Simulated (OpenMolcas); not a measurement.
# N³⁺: from CASSCF to CASPT2

```
Program             : OpenMolcas
Basis               : ANO-RCC-VQZP [5s4p3d2f1g]
Scalar Hamiltonian  : DKH2, point nucleus
Active space        : 2 electrons in 8 orbitals (2s 2p 3s 3p)
State averaging     : 2S+1 = 3 even, 3 roots; 2S+1 = 1 even, 7 roots; 2S+1 = 3 odd, 3 roots; 2S+1 = 1 odd, 3 roots
Spin-orbit coupling : state interaction with AMFI integrals over the reference wave functions, term energies averaged over their components
```

Methods on the same reference wave functions:
A. CASSCF
B. SS-CASPT2, IPEA 0.25 Eh, imaginary shift 0.1 Eh (closed shells correlated: 1s)
C. MS-CASPT2, IPEA 0.25 Eh, imaginary shift 0.1 Eh (closed shells correlated: 1s)

Energies in cm-1 above 2s2 1S0, the measured ground level; measured values from Moore, Selected Tables of Atomic Spectra, NSRDS-NBS 3, section 4.

```csv
Level,A,B,C,Measured
2s2 1S0,0.0,0.0,0.0,0.0
2s 2p 3P* 0,67834,67189,67210,67209
2s 2p 3P* 1,67903,67257,67279,67272
2s 2p 3P* 2,68041,67395,67417,67416
2s 2p 1P* 1,141182,131969,131990,130694
2p2 3P0,177287,175612,175633,175535
2p2 3P1,177356,175681,175702,175608
2p2 3P2,177492,175817,175838,175733
2p2 1D2,198533,189783,189805,188882
2p2 1S0,244572,235979,236021,235369
```

Deviations, from unrounded energies. A percentage is the sum of absolute deviations over the sum of measured energies, with the sign that they share, or ± where signs differ.

```json
{"Against measurement": "mean absolute deviation (cm-1)", "Levels": "9", "A": "4100", "B": "340", "C": "350"}
{"Against measurement": "other configurations (%)", "Levels": "9", "A": "+2.8", "B": "±0.2", "C": "+0.2"}
```

B, C lie about equally close to measurement and A furthest from it. The largest miss of B in the table is 2s 2p 1P* 1, by +1300 cm-1. The ranking rests on the paired levels alone, and a cruder setting can come out closer through cancelling errors.

Between B and C the level of the table that moves most is 2p2 1S0, by 43 cm-1 (lowest in B, highest in C).

The lowest spin-free term lies below A's lowest term by 0.016 hartree in B, 0.016 hartree in C.

Active for correlation alone: 3p 3s; no level in the range computed is led by a configuration that fills them, so any true level of that kind is missing. Computed and measured levels are paired by configuration, term and J; levels that our copy of the source lacks, or whose pairing is in doubt (as where it misses far off the trend of its configuration), stay unpaired and out of the deviations. Levels of configurations outside the active space are missing.

* marks odd parity.
